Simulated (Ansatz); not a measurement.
Task: Name a neutral molecule of Al, Br, O and H with LUMO energy (ωB97M-V/def2-TZVPP) between 0.35 and 0.65 eV and HOMO energy (PBE0/def2-TZVPP) between -8.70 and -8.40 eV (Ansatz, PBE0-D4/def2-TZVP geometry).

Result: `[OH][Al]([Br])[Br]` (0.53 eV, -8.64 eV). Other molecules can fit too; these were computed, each in one conformer that needn't be the lowest.
